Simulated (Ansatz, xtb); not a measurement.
Relaxing a trial structure of C3H8AlNO

The starting geometry of this gas-phase singlet was built from a drawn formula by distance geometry and a force field; its bonds are those of `N[CH2][AlH][CH2]C=O`.

```csv
atom,x (Å),y (Å),z (Å)
C,-1.2778,0.7981,1.4493
C,1.3120,0.4907,-0.9078
C,1.2106,1.9489,-1.3054
Al,-0.4425,-0.0915,-0.1691
N,-2.5393,1.3735,1.1194
O,1.1710,2.8294,-0.4446
H,-2.3401,2.2655,0.4875
H,-2.9332,1.7599,2.0172
H,-0.5381,1.5318,1.8470
H,-1.3499,-0.0065,2.2030
H,-1.2198,-1.2718,-0.9012
H,2.0802,0.3742,-0.1128
H,1.5438,-0.1403,-1.7638
H,1.2722,2.2318,-2.3243
```

Q: Predict what becomes of its bonds when it is optimised with r2SCAN-D4/def2-SVP.

A: A new bond forms, giving a structure given below by its coordinates. Contacts that close: Al4–N5 (2.86 → 1.99 Å).

The energy falls by 1.32 eV over 27 steps:

| step | E − E(last) (eV) |
| --- | --- |
| 1 | 1.318 |
| 4 | 0.908 |
| 7 | 0.707 |
| 10 | 0.150 |
| 13 | 0.012 |
| 15 | 0.004 |
| 18 | 0.002 |
| 21 | 0.001 |
| 24 | 0.000 |
| 27 | 0.000 |

Final geometry (Å):

```xyz
14

C    -1.0160    0.4867    1.7615
C     1.0971    0.6724   -0.7870
C     0.7534    2.0044   -1.2979
Al   -0.6053   -0.1322   -0.0477
N    -1.5605    1.4383    0.7030
O     0.5066    2.9851   -0.6076
H    -0.9973    2.2937    0.5986
H    -2.5472    1.6804    0.7840
H    -0.3278    0.9937    2.4512
H    -1.8473    0.0329    2.3172
H    -1.4568   -1.2170   -0.8298
H     1.7296    0.7480    0.1141
H     1.5593    0.0264   -1.5483
H     0.6614    2.0807   -2.4172
```

From the same start GFN2-xTB ends elsewhere, differing in C2–Al4 (3.86 against 2.02 Å here), Al4–O6 (1.66 against 3.36 Å here).

The end wasn't checked by frequencies. Run with Ansatz 0.2.0, 53 s on 2 threads of Intel(R) Xeon(R) 6975P-C (Granite Rapids) (shared host).
